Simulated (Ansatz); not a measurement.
Coupled-cluster diagnostics for ReO3Br (ReBrO3), Ansatz.

Geometry of the singlet (PBE0-D4/def2-SVP):

```xyz
5

Re   -0.1034   -0.0688    0.0511
O    -1.5596    0.6038   -0.4856
O    -0.0204   -1.6826   -0.4483
O    -0.0534   -0.0075    1.7406
Br    1.7368    1.1551   -0.8578
```

In the def2 sets Re takes a core potential; there is no spin–orbit coupling. Correlated methods freeze 12 core orbitals; core or outer-core shells of Re, Br are correlated, in sets that lack core-valence functions.

Question: Estimate the CCSD(T) correlation energy, the shares of MP2 and (T), T1 and the reference's ⟨S²⟩ for: charge 0, singlet, own geometry in def2-TZVP; and the rough time on 4 threads of Arm Neoverse V2 on a shared host.

Answer: 
```
                          state      basis  correlation (eV)  MP2 share (%)  (T) share (%)     T1  ⟨S²⟩ (pure)  wall time                         remarks
charge 0, singlet, own geometry  def2-TZVP           -41.349          102.7            6.0  0.019  0.00 (0.00)    1.9 min  test for broken spin undecided
```
Customary marks for T1 are 0.02 (closed shells), 0.045 (open shells) and about 0.05 (3d metals). T1 stays under 0.02 throughout.
